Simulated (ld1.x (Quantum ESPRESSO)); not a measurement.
## How hard is this tin ultrasoft potential?

```
Element                 : Sn (Z = 50)
Generator               : ld1.x (Quantum ESPRESSO) 7.5
Type                    : ultrasoft
Functional              : Wu–Cohen
Relativity              : scalar-relativistic
Frozen core             : [Kr] 4d10
Valence charge          : 4
Reference configuration : 5s2 5p2
Partial waves           : 5s (bound): rcut 1.94, rcutus 2.04 bohr; 5s channel at 2.6 Ry: rcut 1.94, rcutus 2.04 bohr; 5p (bound): rcut 2.50, rcutus 2.96 bohr; 5p channel at 4.15 Ry: rcut 2.50, rcutus 2.96 bohr
Local potential         : all-electron potential smoothed inside 2.40 bohr (lloc = -1)
Core correction         : none
Augmentation charge     : PSQ, inside the norm-conserving radii
```

The pseudo-atom Hamiltonian at the reference potential is diagonalised in spherical Bessel functions j_l(qr) that vanish at 20 bohr, with q² up to the cutoff. All-electron valence levels (Ry): 5s -0.7798, 5p -0.2723.

**Question.** How do the lowest levels (Ry) of each channel move with the cutoff, and are there ghosts?

**Answer.**

```
cutoff (Ry)     s #1     p #1    p #2    d #1    f #1  Σ f·Δε (mRy)
          8  -0.7780  -0.2722  0.0240  0.0386  0.1054           3.9
         10  -0.7793  -0.2723  0.0240  0.0379  0.1054           1.0
         12  -0.7794  -0.2723  0.0240  0.0376  0.1054           0.7
         15  -0.7795  -0.2723  0.0240  0.0374  0.1054           0.6
        400  -0.7798  -0.2723  0.0240  0.0374  0.1054           0.0
```

Result: no extra level below or beside the all-electron valence levels (s, p, d, f tested); 10 mRy is reached at 8 Ry and 1 mRy at 10 Ry.

Test run stopped at test 7 of 7 (negative rho).
